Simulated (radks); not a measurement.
Values are calculated unless marked as measured or tabulated.
Ionisation of the chlorine ion Cl+, [Ne] 3s2 3p4, to [Ne] 3s2 3p3 as the strength of local exchange is varied. Code: a radial shooting solver on a logarithmic mesh with Libxc functionals. Model: scalar-relativistic Kohn-Sham, Slater X-alpha exchange (alpha = 2/3 is LDA exchange), no correlation, spin-polarised, spherical densities, point nucleus; open shells are filled with parallel spins first.

\begin{tabular}{lrrrrr}
alpha & E(Cl+) (hartree) & exchange (hartree) & IE (eV) & -e of the level emptied (eV) & <r> of it (bohr) \\ \hline
0.58 & -455.11824 & -21.70185 & 21.026 & 15.719 (3p) & 1.776 \\
0.667 & -458.38403 & -25.10522 & 22.024 & 16.713 (3p) & 1.746 \\
0.854 & -465.46897 & -32.55069 & 24.264 & 18.959 (3p) & 1.684 \\
0.899 & -467.18720 & -34.36886 & 24.822 & 19.522 (3p) & 1.670 \\
1.047 & -472.87464 & -40.42100 & 26.707 & 21.432 (3p) & 1.626 \\
\end{tabular}

NIST Atomic Spectra Database: 23.814 eV (measured). The Delta-SCF value meets it near alpha = 0.82. Open shells are spherical and high-spin; term and fine-structure splittings are not resolved.
